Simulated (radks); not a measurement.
Values are calculated unless marked as measured or tabulated.
Problem. All-electron atom: B II in [He] 2s1 6s1 (not the ground configuration). Code: a radial shooting solver on a logarithmic mesh with Libxc functionals. Model: non-relativistic Kohn-Sham, PBE, spin-polarised, spherical densities, point nucleus; open shells are filled with parallel spins first. Some entries of the table are withheld. Estimate them.

orbital  occ.  eigenvalue (hartree)  <r> (bohr)
1s up       1              -7.70026      0.3283
1s down     1              -7.67043      0.3282
2s up       1                   (1)         (2)
6s up       1              -0.06230         (3)

Solution. 
(1) 2s up eigenvalue (hartree): -1.13892
(2) 2s up <r> (bohr): 1.625
(3) 6s up <r> (bohr): 21.10
